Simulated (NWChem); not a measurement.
Species: InCl, singlet; SMILES [Cl][In]

```xyz
2

In     0.0000     0.0000    -0.6362
Cl     0.0000     0.0000     1.7937
```
Atoms are numbered in this order, from 1.

All runs: NWChem. Low-valent species are run as closed-shell singlets; no triplet was tried in these runs. The geometry was optimised at PBE0/def2-SVP. def2 effective core potentials on In; no spin-orbit coupling. Vertical excitations in the gas phase; the lowest state need not have the same character in each row.

```csv
level,"lowest excitation, singlet (eV)","lowest state with f > 0.02, singlet (eV)",orbital gap (eV)
"PBE/def2-SVP, TDA",4.35,4.38,3.83
"B3LYP/def2-SVP, TDA",…,…,…
"PBE0/def2-SVP, TDA",4.61,4.61,5.44
"LRC-wPBEh/def2-SVP, TDA",4.67,4.67,8.72
```

Q: Complete the blanks.

A: 
- B3LYP/def2-SVP, TDA, lowest excitation, singlet (eV): 4.50
- B3LYP/def2-SVP, TDA, lowest state with f > 0.02, singlet (eV): 4.50
- B3LYP/def2-SVP, TDA, orbital gap (eV): 5.04
